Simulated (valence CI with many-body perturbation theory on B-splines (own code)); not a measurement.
Sn36+: E2, M1 decay

Level of theory: valence CI with perturbative core correlation (CI+MBPT): four valence electrons over a frozen Dirac-Fock core [Ne], a basis of 11 s, 11 p, 10 d, 8 f, 5 g, 2 h functions for each j, with the one-electron correlation potential Σ1, the two-electron term Σ2, the three-electron term Σ3, Breit, model QED; selected CI, second order for the rest, scaled by the run's own slope (own B-spline code, finite nucleus).

The last digits are not significant, and no measured levels were compared; by estimate large intervals hold to a few tenths of a per cent, small ones and those within an open d or f shell to about a per cent. Among the levels kept, up to 690 cm⁻¹ of a level comes from second order outside the variational space, and about a tenth of that is noise between levels of different J, which matters for small intervals.

Lines 1 to 8 of 8 in falling wavelength, among levels below 40.224 Ry, chosen from the decays that carry over 1 % of a level's rate. Wavelengths and rates use the calculated energies. Electric multipoles are in the length gauge with retardation, E1 and E2 with the static RPA response of the core. M1 uses the relativistic operator with retardation. S is in atomic units (e²a₀⁴ for E2 and M2, e²a₀⁶ for E3), for M1 in squared Bohr magnetons. Weak lines are less certain than strong ones. Lines between different terms over intervals too small for the method are left out, as are lines whose strength nearly cancels.

Levels are named by their leading jj configuration (3d3/2^4 stands for four electrons in 3d with j = 3/2), which in mixed levels can hold well under half, so a name can repeat and another be missing.

| λ vac (Å) | Upper | Lower | Type | A (s⁻¹) | S (a.u.) |
| --- | --- | --- | --- | --- | --- |
| 2155 | (3s^2 3p1/2 3p3/2) J=2 | (3s^2 3p1/2 3p3/2) J=1 | M1 | 5.61e+02 | 1.04e+00 |
| 292.5 | (3s^2 3p3/2 3d5/2) J=4 | (3s^2 3p1/2 3d5/2) J=3 | M1 | 5.06e+05 | 4.23e+00 |
| 247.8 | (3s^2 3p1/2 3p3/2) J=1 | (3s^2 3p1/2^2) J=0 | M1 | 8.79e+05 | 1.49e+00 |
| 228.7 | (3s^2 3p3/2^2) J=2 | (3s^2 3p1/2 3p3/2) J=2 | M1 | 8.16e+05 | 1.81e+00 |
| 222.2 | (3s^2 3p1/2 3p3/2) J=2 | (3s^2 3p1/2^2) J=0 | E2 | 2.67e+03 | 6.45e-03 |
| 207.1 | (3s^2 3p3/2 3d5/2) J=4 | (3s 3p1/2 3p3/2^2) J=3 | M1 | 2.42e+05 | 7.16e-01 |
| 206.8 | (3s^2 3p3/2^2) J=2 | (3s^2 3p1/2 3p3/2) J=1 | M1 | 8.91e+05 | 1.46e+00 |
| 170.5 | (3s^2 3p3/2^2) J=0 | (3s^2 3p1/2 3p3/2) J=1 | M1 | 2.74e+06 | 5.04e-01 |
